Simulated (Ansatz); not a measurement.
`[OH][Ga]([OH])[Br]` + H₂S → `[OH][Ga]([SH])[Br]` + H₂O  (ligand exchange at a Ga–O bond)

Gas-phase electronic energies from Ansatz, PBE0-D4/def2-TZVP geometries. CCSD(T)/CBS adds triple-zeta CCSD(T) − MP2 to the extrapolated MP2 energy (def2 sets, frozen cores). This one scheme is used for every species. Functionals use def2-TZVPP. B3LYP here is the variant with VWN-RPA as its local correlation; programs differ in this. HSE06 is defined as in plane-wave codes. For Br, Ga outer-core shells are correlated without core-valence functions, which leaves a few kJ/mol of doubt a bond. Scalar relativity is left out up to krypton. Each species was taken in one conformer, which may not be the lowest.

`[OH][Ga]([OH])[Br]`:

Cartesian coordinates in Å:
```
O 1.224 0.835 0.299
Ga -0.287 0.020 -0.145
O -0.519 -1.668 0.324
Br -1.923 1.084 -1.293
H 1.271 1.749 0.008
H 0.234 -2.020 0.806
```

H₂S:

```xyz
3

S     0.429    0.430   -0.121
H     0.437   -0.911   -0.104
H    -0.866    0.481    0.224
```

`[OH][Ga]([SH])[Br]`:

```xyz
6

O     1.407   -0.759    0.254
Ga    0.190    0.530    0.201
S    -1.861    0.291   -0.523
Br    0.863    2.558    0.953
H     1.099   -1.609   -0.070
H    -1.698   -1.011   -0.816
```

H₂O:

Z-matrix (Å, degrees):
```
O
H 1 0.960
H 1 0.960 2 105.1
```

| level | ΔE (kJ/mol) | difference from CCSD(T)/CBS |
| --- | --- | --- |
| LDA (SPW92) | -32.1 | 1.1 |
| PBE-D4 | -35.3 | -2.1 |
| PBE0-D4 | -37.5 | -4.3 |
| r2SCAN0-D4 | -33.9 | -0.7 |
| CAM-B3LYP-D4 | -24.8 | 8.4 |
| ωB97M-V | -29.9 | 3.3 |
| PBE | -32.3 | 0.9 |
| BLYP | -23.1 | 10.1 |
| B3LYP | -25.9 | 7.3 |
| r2SCAN0 | -33.0 | 0.2 |
| HSE06 | -35.1 | -1.9 |
| LC-ωPBE | -26.5 | 6.7 |
| HF/def2-SVP | -19.7 | 13.5 |
| MP2/def2-SVP | -16.7 | 16.5 |
| CCSD/def2-SVP | -15.7 | 17.5 |
| SCS-MP2/def2-TZVPP | -24.0 | 9.2 |
| CCSD(T)/CBS | -33.2 | 0 |

Largest T1 diagnostic among the species: 0.012.

The D4 term adds −4.9 kJ/mol with B3LYP and −2.7 kJ/mol with PBE0; it sums over pairs of atoms, weighted by their polarisabilities, and B3LYP, whose exchange is more repulsive, gets the larger term. At CCSD(T), def2-SVP lies +16.9 kJ/mol from the extrapolated value and def2-TZVPP +6.6 kJ/mol. Leaving LDA and LC-ωPBE aside and taking each functional with its dispersion term where it has one, the values, not all of them listed here, spread over 12.9 kJ/mol, from HSE06-D4 to CAM-B3LYP-D4.
